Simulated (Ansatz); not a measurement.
C4H6F4, SMILES `CC(F)(F)CC(F)F` at its PBE0-D4/def2-TZVP geometry, where that method's forces vanish. Total charge 0; spin multiplicity 1.

```xyz
14

C    -1.1983   -1.0288    0.6177
C    -0.8720   -0.0112   -0.4376
F    -0.6232   -0.6587   -1.6205
F    -1.9781    0.7601   -0.6602
C     0.2805    0.9365   -0.1686
C     1.6358    0.2824   -0.1158
F     2.5905    1.2449   -0.0608
F     1.7690   -0.4715    1.0096
H    -0.3581   -1.7034    0.7722
H    -1.4258   -0.5283    1.5589
H    -2.0695   -1.5982    0.2933
H     0.2927    1.6656   -0.9814
H     0.1094    1.4699    0.7686
H     1.8472   -0.3594   -0.9755
```

Problem. What forces (eV/Å) does PBE-D4/def2-TZVPP give on these atoms in Ansatz? (Estimate.)

Solution. Ansatz gave: 
```
C1  -0.009 -0.053  0.073
C2   0.265 -0.042  0.461
F3   0.171 -0.415 -0.714
F4  -0.705  0.488 -0.112
C5   0.002  0.042  0.012
C6  -0.346 -0.037 -0.363
F7   0.602  0.594 -0.010
F8   0.067 -0.492  0.663
H9   0.159 -0.145  0.049
H10 -0.045  0.080  0.199
H11 -0.172 -0.119 -0.054
H12 -0.008  0.154 -0.161
H13 -0.025  0.116  0.189
H14  0.041 -0.169 -0.232
```
